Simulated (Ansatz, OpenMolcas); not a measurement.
## C2H5ClSi (SMILES ClC1C[SiH2]1): methods side by side

The species is C2H5ClSi (9 atoms), meant as a singlet with charge 0. SMILES: `ClC1C[SiH2]1`. The shape is that of a PBE0-D4/def2-TZVP optimisation.

Quantity: the vertical energy of the triplet above the singlet, in eV. The values are calculated.

```
            level                    kind     program  value (eV)  CPU time (all runs)
    BLYP/def2-SVP                     GGA      Ansatz        4.71                 16 s
    TPSS/def2-SVP                meta-GGA  OpenMolcas        4.76              1.9 min
    PBE0/def2-SVP           global hybrid  OpenMolcas        4.93                 70 s
   HSE06/def2-SVP  range-separated hybrid      Ansatz        4.92                 23 s
   wB97X/def2-SVP  range-separated hybrid      Ansatz        5.29                 97 s
 RPA@PBE/def2-SVP                     RPA      Ansatz        5.16                 26 s
RPA@PBE0/def2-SVP                     RPA      Ansatz        5.25                 35 s
    CCSD/def2-SVP   coupled cluster or CI      Ansatz        5.33                 63 s
```

The values span 4.71 to 5.33 eV. A triplet this far above the singlet is often a Rydberg-like or dissociative state; sets without diffuse functions put Rydberg states too high. Times are those of the runs behind each value, whatever else they computed, on shared processors of several kinds: orders of magnitude only.
